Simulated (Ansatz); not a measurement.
Program: Ansatz. Geometries: PBE0-D4/def2-TZVP. ΔE: electronic, gas phase. CCSD(T)/CBS adds triple-zeta CCSD(T) − MP2 to the extrapolated MP2 energy (def2 sets, frozen cores). DFT in def2-TZVPP. B3LYP here is the variant with VWN-RPA as its local correlation; programs differ in this. Each species was taken in one conformer, which may not be the lowest.

`[AlH2][CH2][SiH2][SiH3]` → `[AlH2][SiH2]C[SiH3]`  (isomerisation)

`[AlH2][CH2][SiH2][SiH3]`:

```xyz
13

Al    1.330   -0.718    0.924
C    -0.572   -0.381    1.351
Si   -1.422   -0.144   -0.286
Si    0.255    1.000   -1.458
H     2.476    0.098    1.662
H     1.666   -2.024    0.080
H    -0.660    0.526    1.957
H    -1.020   -1.208    1.911
H    -2.705    0.615   -0.287
H    -1.648   -1.442   -0.979
H     0.295    2.468   -1.226
H     1.517    0.500   -0.753
H     0.487    0.711   -2.896
```

`[AlH2][SiH2]C[SiH3]`:

```xyz
13

Al    1.241   -0.633   -1.451
Si    1.154    0.893    0.484
C    -0.740    0.959    0.713
Si   -1.306   -0.765    0.338
H     1.891   -2.082   -1.390
H     0.761   -0.033   -2.846
H     1.741    0.357    1.747
H     1.693    2.272    0.304
H    -1.160    1.639   -0.035
H    -1.057    1.299    1.702
H    -0.813   -1.755    1.327
H    -2.756   -0.971    0.088
H    -0.649   -1.180   -0.982
```

```csv
level,ΔE (kJ/mol),difference from CCSD(T)/CBS
PBE0-D4,4.4,-1.1
ωB97X-V,5.4,-0.1
ωB97M-V,6.7,1.2
PBE,5.2,-0.3
r2SCAN,7.3,1.8
PBE0,4.4,-1.1
B3LYP,7.0,1.5
SCS-MP2/def2-TZVPP,4.9,-0.6
CCSD/def2-TZVPP,4.4,-1.1
SCS-MP2/def2-QZVPP,5.5,0.0
CCSD(T)/CBS,5.5,0
```

Largest T1 diagnostic among the species: 0.012.

CCSD(T)/CBS has its own doubt, a few kJ/mol and more with outer-core shells, so smaller differences from it don't rank the levels.
